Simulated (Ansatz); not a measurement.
Relaxation of BCl2H2S (6 atoms, charge 1, multiplicity 1), to a largest force component of 0.015 eV/Å in at most 40 steps.

Level of theory: Ansatz, RKS LDA/def2-SVP.

```xyz
6
Properties=species:S:1:pos:R:3
S 0.225 1.123 -0.550
B 0.274 -0.901 0.120
Cl -0.992 -1.316 1.116
Cl 1.572 -1.741 -0.458
H -1.078 1.153 -0.879
H -0.002 1.682 0.651
```

Task: Where does it end, and by what steps?

Result: It converged. The force dipped under the threshold on the way, but the program's further checks kept it going. Limits of this set-up: the dipole of an ion depends on the origin. After 22 steps the energy has fallen by 0.229 eV; H6 moved furthest, 1.08 Å.

```csv
step,energy less start (eV),largest force component (eV/Å),accepted
0,0.0000,1.482,yes
1,-0.0840,1.063,yes
2,-0.1261,0.220,yes
3,-0.1292,0.184,yes
4,-0.1345,0.019,yes
5,-0.1349,0.057,yes
6,-0.1366,0.142,yes
7,-0.1469,0.113,yes
8,-0.1484,0.058,yes
9,-0.1600,0.141,yes
10,-0.1820,0.194,yes
11,-0.1789,0.632,no
12,-0.1924,0.168,yes
13,-0.2052,0.105,yes
14,-0.2128,0.312,yes
15,-0.0592,1.136,no
16,-0.2248,0.069,yes
17,-0.2284,0.018,yes
18,-0.2280,0.136,no
19,-0.2283,0.088,no
20,-0.2289,0.005,yes
21,-0.2293,0.030,yes
22,-0.2293,0.007,yes
```

```xyz
6
Properties=species:S:1:pos:R:3
S -0.171 0.893 -0.734
B 0.128 -0.840 0.089
Cl -1.273 -1.728 0.432
Cl 1.752 -1.287 0.257
H -1.226 1.333 0.033
H 0.790 1.628 -0.077
```

Run time: 25 s on 1 CPU thread of a shared host.
